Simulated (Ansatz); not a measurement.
Total energies of C2H2ClFOTi (`C#[C][Ti]([OH])([F])[Cl]`).

```xyz
8

C     2.272   -0.598   -0.469
C     1.165   -0.179   -0.203
Ti   -0.661    0.532    0.264
O    -1.830   -0.703   -0.162
F    -0.701    0.851    1.977
Cl   -0.999    2.366   -0.882
H     3.247   -0.963   -0.704
H    -2.493   -1.306    0.178
```

Total charge 0; spin multiplicity 1. Correlated methods include outer-core shells of Ti, which these sets cover unevenly. Scalar relativity is left out up to krypton. All single points use the PBE0-D4/def2-TZVP geometry. It is one conformer, not always the lowest. Basis def2-TZVPP, the Gaussian-basis code of Ansatz.

RPA on PBE orbitals: Hartree–Fock energy of these orbitals -1559.23096 Eh, correlation -2.18127 Eh (frozen core).

| functional | energy without D4 (Eh) | D4 term (kJ/mol) |
| --- | --- | --- |
| LDA (SPW92) | -1557.03188 | – |
| PBE | -1561.75054 | -20.1 |
| revPBE | -1562.16617 | -51.4 |
| BLYP | -1562.42175 | -42.5 |
| r2SCAN | -1562.24607 | -5.0 |
| B97M-V | -1562.03316 | – |
| PBE0 | -1561.78310 | -17.3 |
| B3LYP | -1562.45097 | -32.5 |
| r2SCANh | -1562.20918 | -5.4 |
| r2SCAN0 | -1562.15712 | -6.0 |
| HSE06 (plane-wave form) | -1561.75588 | -16.3 |
| BHLYP | -1562.24238 | -27.4 |
| CAM-B3LYP | -1562.36636 | -17.9 |
| LC-ωPBE | -1561.92880 | – |
| ωB97X-V | -1562.12738 | – |
| ωB97M-V | -1562.25380 | – |
| B2PLYP | -1561.96330 | – |
| PBE-QIDH | -1561.54863 | – |

B3LYP takes the VWN-RPA correlation (the form of Gaussian; ORCA's B3LYP/G). HSE06 is the plane-wave form, built on full-range PBE exchange. The double hybrids freeze the cores in their second-order part.

LC-ωPBE has ω = 0.4 bohr⁻¹.
